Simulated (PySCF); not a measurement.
**Correlation energy of Be (beryllium, neutral)**

[He] 2s1 3s1, high-spin 3S determinant (an excited configuration). Calculation: PySCF 2.14, in aug-cc-pCVTZ-DK (7s6p4d2f, 59 functions); the spin-free X2C one-electron Hamiltonian (Gaussian nucleus). Frozen: nothing; 4 electrons correlated.

```tsv
level	correlation energy (mhartree)
CCSD	-48.08
(T)	-0.09
CCSD(T)	-48.17
```

Diagnostics: T1 = 0.013, D1 = 0.0376, largest double amplitude 0.065.

Q: Is a single reference adequate?

A: Yes: T1 lies below 0.03 and no double amplitude reaches 0.07.
